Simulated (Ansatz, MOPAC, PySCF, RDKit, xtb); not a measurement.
Noncovalent pair: HCl (SMILES Cl) (first 2 atoms) with HBr (SMILES Br); geometry from B3LYP-D3(BJ)/def2-TZVP, rigid monomers moved along the line of their centres of mass till Cl1···H4 is 2.28 Å.
(charge 0, multiplicity 1):
```xyz
4

Cl     0.5348    -0.4660    -0.2256
H      0.8003     0.7857    -0.1236
Br     0.2008    -0.3170     3.4367
H      0.2787    -0.5997     2.0366
```

```
level                                  interaction energy (kcal/mol)  minus CCSD(T)/CBS(def2-TZVPPD, def2-QZVPPD)  cost
-------------------------------------  -----------------------------  -------------------------------------------  ----
UFF                                                             8.74                                         9.76     -
GFN-FF                                                         -2.43                                        -1.41     -
AM1                                                            -0.50                                         0.52     -
PM3                                                            -2.94                                        -1.92     -
PM6                                                             0.25                                         1.27     -
PM7                                                            -0.80                                         0.22     -
GFN1-xTB                                                       -0.79                                         0.23     -
GFN2-xTB                                                       -2.63                                        -1.61     -
HF/3-21G (no counterpoise)                                      0.66                                         1.68     -
HF/6-31G*                                                       2.09                                         3.11     -
HF/def2-SVPD                                                    1.82                                         2.84     -
HF/def2-TZVPPD                                                  1.94                                         2.96     -
HF/def2-QZVPPD                                                  1.92                                         2.94     -
PBE-D3(BJ)/def2-TZVPPD                                         -2.09                                        -1.07    ×1
PBE-D4/def2-TZVPPD                                             -2.04                                        -1.03    ×1
BP86/6-31G* (no counterpoise)                                  -0.70                                         0.32     -
r2SCAN-D3(BJ)/def2-TZVPPD                                      -1.56                                        -0.54    ×2
r2SCAN-D4/def2-TZVPPD                                          -1.51                                        -0.49    ×2
B3LYP/3-21G (no counterpoise)                                  -1.57                                        -0.55     -
B3LYP/6-31G*                                                   -0.07                                         0.95     -
B3LYP/6-31G* (no counterpoise)                                 -0.43                                         0.59     -
B3LYP/def2-TZVPPD                                              -0.09                                         0.92    ×1
B3LYP-D3(BJ)/def2-TZVPPD                                       -1.53                                        -0.51    ×1
B3LYP-D4/def2-TZVPPD                                           -1.31                                        -0.29    ×1
PBE0-D3(BJ)/def2-TZVPPD                                        -1.75                                        -0.73    ×1
PBE0-D4/def2-TZVPPD                                            -1.67                                        -0.65    ×1
M06-2X/6-31G* (no counterpoise)                                -1.07                                        -0.05     -
wB97M-V/def2-TZVPPD                                            -0.90                                         0.12    ×3
MP2/6-31G*                                                      0.84                                         1.86     -
MP2/def2-SVPD                                                  -0.29                                         0.73     -
MP2/def2-TZVPPD                                                -0.89                                         0.13     -
SCS-MP2/def2-SVPD                                               0.42                                         1.44     -
SCS-MP2/def2-TZVPPD                                            -0.06                                         0.96     -
SCS-MP2/def2-QZVPPD                                            -0.42                                         0.60     -
CCSD/def2-SVPD                                                  0.55                                         1.57     -
CCSD/def2-TZVPPD                                                0.11                                         1.13     -
CCSD/def2-QZVPPD                                               -0.26                                         0.76     -
CCSD(T)/def2-TZVPPD                                            -0.29                                         0.73    ×7
CCSD(T)/def2-QZVPPD                                            -0.72                                         0.30  ×40*
CCSD(T)/CBS(def2-TZVPPD, def2-QZVPPD)                          -1.02                                         0.00  ×50*
```

 The comparison column counts from a level with limits of its own.

The rows run from -2.94 (PM3) to 8.74 kcal/mol (UFF). In def2-QZVPPD the value moves HF 1.92, CCSD -0.26, CCSD(T) -0.72, a shift of -2.64 from HF to CCSD(T). From def2-TZVPPD to def2-QZVPPD CCSD(T) changes by -0.43. The dispersion term adds -1.43 in B3LYP-D3(BJ), -1.21 in B3LYP-D4.

Interaction energies are E(AB) − E(A) − E(B) at the monomers' geometry in the complex; basis-set methods are counterpoise corrected. Rows marked so take none. RDKit's UFF carries no charges.

Frozen-core correlation. Filled d and f shells under p-block atoms count as core. CBS: X⁻³ extrapolation of the correlation energy, Hartree–Fock from the larger set. Rows in 3-21G, 6-31G* carry no dispersion term and start afresh at each structure (6-31G* with six Cartesian d functions); the Pople sets are all-electron and without relativity. MP2/6-31G* freezes PySCF's default core, which leaves 3d correlated. The state that AM1, PM3, PM6, PM7 reach isn't checked; PM7 holds dispersion and hydrogen-bond terms.

Programs: Ansatz (an electronic-structure program) with Gaussian orbitals; MOPAC for AM1, PM3, PM6, PM7 (differences of heats of formation); PySCF for 3-21G rows, 6-31G* rows, the dispersion terms; RDKit for the force fields; xtb for the GFN methods. Values without a source in brackets are computed.

Costs are rough ratios of core time to PBE/def2-TZVPPD (about 4 s over the structures, on one shared machine); a dash marks a level with no comparable run of its own. A star marks coupled-cluster runs past 200 virtual orbitals, where the program's memory plan changes under this machine's limit, so their costs aren't comparable with smaller runs.
